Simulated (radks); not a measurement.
Q: Ho23+, configuration [Ar] 3d10 4s1.5 4p6 4d8 5s0.5 (fractional occupations, a model configuration). All-electron calculation, scalar-relativistic Kohn-Sham, r2SCAN, spin-unpolarised, spherical densities, finite nucleus; meta-GGA in the generalised Kohn-Sham scheme; Fermi nuclear charge, rms radius 5.2022 fm. Program: a radial shooting solver on a logarithmic mesh with Libxc functionals. Some entries of the table are withheld. Estimate them.

orbital  occ.  eigenvalue (hartree)  <r^2> (bohr^2)
1s          2             -2068.053       0.0005884
2s          2                   (1)        0.009170
2p          6             -329.2786        0.007447
3s          2             -102.7499             (2)
3p          6                   (3)         0.06004
3d         10             -75.48598         0.05010
4s        1.5             -39.06904          0.2703
4p          6             -34.80575          0.2930
4d          8             -29.08995          0.3121
5s        0.5             -19.62172             (4)

A: 
(1) 2s eigenvalue (hartree): -368.4790
(2) 3s <r^2> (bohr^2): 0.05979
(3) 3p eigenvalue (hartree): -90.70537
(4) 5s <r^2> (bohr^2): 0.9191
